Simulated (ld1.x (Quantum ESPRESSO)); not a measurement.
**What one change does to a pseudopotential (praseodymium (Pr), TM)**

Pr, norm-conserving Troullier–Martins (Kleinman–Bylander form), made with ld1.x (Quantum ESPRESSO) 7.5 (PBEsol, scalar-relativistic). Core [Xe], reference 4f3 5d0 6s1 6p0 (charge +1). Waves: 6p (bound, empty): rc 2.20 bohr; 5d (bound, empty): rc 0.80 bohr; 4f (bound): rc 1.00 bohr; 6s (bound): rc 3.50 bohr. Local part: the s channel. Core correction: none.

All-electron outer shells of the reference configuration (PBEsol, scalar-relativistic, ld1.x):

```csv
shell,level (eV),outermost node (bohr),outermost maximum (bohr)
5s,-44.93,0.74,1.35
5p,-27.34,0.79,1.53
6s,-8.08,1.80,3.61
5d,-7.36,0.91,2.19
4f,-7.08,–,0.69
6p,-5.17,2.14,4.53
```

Change: core correction a·sin(br)/r model core inside 0.54 bohr.

Cutoffs: the cutoffs (Ry, on a coarse ladder) from which the occupation-weighted sum of valence levels, in a spherical-Bessel basis at the reference potential, stays within 10 and 1 mRy of its value at 400 Ry; they do not see the model core or the augmentation charge, which bear on the density cutoff. Errors are all-electron minus pseudo energies relative to the spin-unpolarised reference configuration.

Question: What does the change do?

Answer: Both files keep a bound ghost (p); the number of tests that count goes from 6 to 4; of the 4 tests that both files solve, the error grows in 3 and shrinks in 1 by more than 15 % and 0.3 meV (median size 820.7 → 1195.5 meV). A model core, the more so a compact one, raises the density cutoff, which this test does not measure.

| quantity | base | changed |
| --- | --- | --- |
| cutoff, loose | 300 Ry | 300 Ry |
| cutoff, tight | over 300 Ry | over 300 Ry |
| bound ghosts | p | p |
| tests counted (converged, no solver errors) | 6 of 7 | 4 of 7 |
| error for 4f3 5d0 6s2 6p0, meV [ΔE -5.74 eV] | +0.5 | -3.5 |
| error for 4f3 5d0 6s0 6p0, meV [ΔE 10.53 eV] | +195 | -35 |
| error for 4f2 5d0 6s0 6p0, meV [ΔE 32.15 eV] | -1446 | -2357 |
| error for 4f1 5d0 6s0 6p0, meV [ΔE 71.22 eV] | -6118 | -9490 |
| s: phases at 3.82 bohr within 0.05 rad from the reference energy up to (Ry; the scan ends near 5) | 0.8 | 0.8 |
| p: phases at 3.82 bohr within 0.05 rad from the reference energy up to (Ry; the scan ends near 5) | 2.5 | 2.5 |
| d: phases at 3.82 bohr within 0.05 rad from the reference energy up to (Ry; the scan ends near 5) | 0.3 | 0.3 |
| f: phases at 3.82 bohr within 0.05 rad from the reference energy up to (Ry; the scan ends near 5) | -0.2 | -0.2 |

Base: Tests not counted: 4f3 5d1 6s1 6p0 (pseudo-atom not self-consistent, printed error -139 eV). These tests converged, but a pseudo level misses the all-electron one widely, so the file describes the atom poorly there or has found another state: 4f2 5d0 6s0 6p0: 4f by 3.4 eV (a node warning on the way); 4f1 5d0 6s0 6p0: 4f by 5.7 eV. ld1.x printed “convergence not achieved” for 1 of the counted tests; its residual had stalled under 1e-8, short of the target of 1e-14. The 5d radius (0.80 bohr) lies inside the outermost node of the all-electron wave (0.91 bohr), which a nodeless pseudo-wave cannot match soundly. Changed file: Tests not counted: 4f3 5d0 6s0 6p1 (solver errors, printed error -111 eV); 4f3 5d1 6s1 6p0 (solver errors, printed error -147 eV); 4f3 5d0 6s1 6p1 (solver errors, printed error -146 eV). These tests converged, but a pseudo level misses the all-electron one widely, so the file describes the atom poorly there or has found another state: 4f2 5d0 6s0 6p0: 4f by 4.8 eV (a node warning on the way); 4f1 5d0 6s0 6p0: 4f by 9.5 eV. The 5d radius (0.80 bohr) lies inside the outermost node of the all-electron wave (0.91 bohr), which a nodeless pseudo-wave cannot match soundly. A true bound ghost makes a file unfit for plane-wave use even where its test errors are small: the radial tests pick states by their node count and pass the ghost by. Where a test does run into it, the solver fails or the error is huge.
